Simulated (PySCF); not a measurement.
# Computed spin Hamiltonian

Compound: C8H11 (doublet state).
Z-matrix (Å and degrees, GFN2-xTB geometry), rows numbered from 1:
```
C 
C   1  1.4530
C   2  1.5296  1  116.34
C   3  1.3391  2   94.67  1   115.55
C   4  1.4547  3   93.64  2    -0.79
C   5  1.3231  2  133.20  1    59.67
C   6  1.4948  5  124.47  2     1.79
C   7  1.5286  6  111.12  5  -119.56
H   1  1.0727  2  121.93  3   139.24
H   1  1.0734  2  119.49  3   -42.42
H   2  1.0916  1  112.37  3  -133.98
H   3  1.0737  2  130.17  1   -61.68
H   4  1.0751  3  134.36  2   179.43
H   6  1.0839  5  119.37  2  -177.17
H   7  1.0942  6  109.25  5   120.10
H   7  1.0910  6  109.37  5     1.55
H   8  1.0879  7  110.64  6   -58.60
H   8  1.0876  7  110.16  6    61.32
H   8  1.0875  7  110.40  6  -178.76
```

The hyperfine couplings belong to this conformer and change with its torsions.

As a line formula: `[CH2][C@H]1C=C/C1=C/CC` [radical].

Computed with UKS B3LYP, pcH-1 on C H, non-relativistic, mean-field spin-orbit, GIAO in PySCF 2.14.0. One conformer (not necessarily the lowest) at the GFN2-xTB geometry, without solvent, vibrations or thermal averaging. A GFN2-xTB geometry isn't a minimum of the functional, and hyperfine couplings can be far from their values at a DFT geometry. Stability of the SCF solution: not tested.

```
g1, g2, g3                      : 2.00209, 2.00276, 2.00284
g_iso                           : 2.00256
Form of g                       : close to axial: the two nearest values differ by 10 % of g3 − g1
⟨S²⟩                            : 0.7543 (exact 0.7500)
HOMO–LUMO gap, α and β orbitals : 4.74, 4.42 eV
Basis functions                 : 310
```

Isotropic coupling and dipolar principal values T1 to T3, in G; ρ(0) is the spin density at the nucleus (MHz turned into gauss with g_iso; 10 G = 1 mT):

| atom | isotope | a_iso | T1 | T2 | T3 | Mulliken spin population | ρ(0) (bohr⁻³) |
| --- | --- | --- | --- | --- | --- | --- | --- |
| C1 | 13C | 29.9 | -27.9 | -27.6 | 55.5 | 1.04 | 0.0746 |
| C2 | 13C | -12.5 | -0.6 | -0.5 | 1.1 | -0.09 | -0.0312 |
| C3 | 13C | 27.3 | -2.3 | -1.5 | 3.8 | 0.03 | 0.0680 |
| C4 | 13C | -0.9 | -0.7 | 0.0 | 0.6 | 0.01 | -0.0022 |
| C5 | 13C | 26.9 | -3.3 | -2.2 | 5.5 | 0.04 | 0.0671 |
| C6 | 13C | 1.0 | -1.5 | -1.0 | 2.5 | 0.04 | 0.0026 |
| C7 | 13C | -0.1 | -0.4 | 0.0 | 0.5 | 0.00 | -0.0003 |
| C8 | 13C | 0.4 | -0.2 | 0.0 | 0.2 | 0.00 | 0.0010 |
| H9 | 1H | -22.2 | -13.6 | 0.1 | 13.5 | -0.05 | -0.0139 |
| H10 | 1H | -21.5 | -13.3 | -0.2 | 13.5 | -0.05 | -0.0135 |
| H11 | 1H | 1.4 | -1.6 | -1.4 | 3.0 | 0.00 | 0.0009 |
| H12 | 1H | 0.8 | -1.4 | -0.6 | 2.0 | 0.01 | 0.0005 |
| H13 | 1H | -0.5 | -0.6 | -0.3 | 0.9 | 0.00 | -0.0003 |
| H14 | 1H | 2.9 | -1.0 | -0.5 | 1.4 | 0.00 | 0.0018 |
| H15 | 1H | 0.3 | -0.5 | -0.3 | 0.8 | 0.00 | 0.0002 |
| H16 | 1H | 0.7 | -1.6 | -1.1 | 2.7 | 0.00 | 0.0004 |
| H17 | 1H | 0.0 | -0.3 | -0.2 | 0.5 | 0.00 | 0.0000 |
| H18 | 1H | 0.0 | -0.7 | -0.5 | 1.2 | 0.00 | 0.0000 |
| H19 | 1H | 0.0 | -0.3 | -0.3 | 0.6 | 0.00 | 0.0000 |

The Mulliken spin populations are largest on C1 (+1.04) and C2 (-0.09). C1 is the only atom above +0.15. The positive populations add up to 1.18 and the negative ones to -0.18, together 2S = 1. The angles at C1 add up to 360.0°, so it is planar; its axial dipolar tensor and the negative couplings of its protons fit spin in a p orbital normal to that plane.

Axes: g2 points within 9° of the C1–C2 bond.

Under fast tumbling the dipolar parts average out, and these isotropic splittings remain: 2 × 1H (H9/H10, I = 1/2, 3 lines) with 2.19 mT, 1 × 1H (H14, I = 1/2, 2 lines) with 0.29 mT, 1 × 1H (H11, I = 1/2, 2 lines) with 0.14 mT, 1 × 1H (H12, I = 1/2, 2 lines) with 0.08 mT, 1 × 1H (H16, I = 1/2, 2 lines) with 0.07 mT and 1 × 1H (H13, I = 1/2, 2 lines) with 0.05 mT.

Means are taken over nuclei equivalent by connectivity, which assumes that they swap fast.

The 13C coupling of C1 (83.8 MHz) shows only in satellite lines or after enrichment, since that isotope makes up about 1.07 % of natural carbon.

The spin density at the nucleus, in bohr⁻³, is negative for C2 (-0.0312), H9/H10 (-0.0137) and C4 (-0.0022), for instance. A restricted open-shell determinant has no negative spin density anywhere; here it arises because α and β orbitals differ (spin polarisation).

Time: 60 s (grids of density and orbitals included); peak memory 1.0 GiB. Hardware: one thread of an Intel Xeon 6975P-C, on a shared host.
